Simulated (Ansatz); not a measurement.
Reactions of H5O2Si2, SMILES `O[SiH]O[SiH3]` radical.

Calculated with Ansatz (gas phase, PBE0-D4/def2-TZVP geometries, no zero-point term in ΔE). CCSD(T)/CBS is the MP2 limit (def2-TZVPP, def2-QZVPP) plus CCSD(T) − MP2 in def2-TZVPP, frozen cores. This one scheme is used for every species, atoms too. Functionals use def2-TZVPP. B3LYP here is the variant with VWN-RPA as its local correlation; programs differ in this. Open shells (•) are unrestricted, without spin–orbit coupling. Spin–orbit coupling would lower the free atoms: a little for O, Si. Each species was taken in one conformer, which may not be the lowest.

```
                              reaction  CCSD(T)/CBS(def2) (kcal/mol)
`O[SiH]O[SiH3]`• → 5 H• + 2 O• + 2 Si•                         745.0
   `O[SiH]O[SiH3]`• → `O[SiH][SiH2]O`•                          28.7
 `O[SiH]O[SiH3]`• → `O[SiH](O)[SiH2]`•                             ?
  `O[SiH]O[SiH3]`• → `O[Si](O)[SiH3]`•                          23.0
```

Fill in the missing values. (Best estimate.)

Computed: `O[SiH]O[SiH3]`• → `O[SiH](O)[SiH2]`•: +19.8 kcal/mol.

Largest T1 diagnostic: 0.016, for `O[Si](O)[SiH3]`•.
